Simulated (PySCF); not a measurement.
(E)-2-chloro-1-fluoroprop-1-ene (C3H4ClF), SMILES C/C(=C\F)Cl. The structure is a stationary point at PBE0-D3(BJ)/def2-SVP.

Level of theory: PBE0-D3(BJ)/def2-SVP (PySCF 2.14.0).

Harmonic wavenumbers (cm⁻¹): 182, 244, 287, 324, 435, 480, 777, 857, 993, 1048, 1132, 1209, 1331, 1404, 1446, 1451, 1781, 3061, 3147, 3186, 3247. Rotational constants (GHz): 7.782, 2.429, 1.873; symmetry number 1.

Question: Work out the zero-point energy and the ideal-gas rigid-rotor harmonic-oscillator thermochemistry at 298.15 K and 1 atm.

Answer: ZPE = ½ Σ hcν = ½ × 28020 cm⁻¹ = 40.06 kcal/mol. H − E(el) = 44.13 kcal/mol. Entropy in cal/(mol K): translation 39.55, rotation 26.61, vibration 9.16, total 75.32. G − E(el) = 21.67 kcal/mol. Cp = 20.46 cal/(mol K).
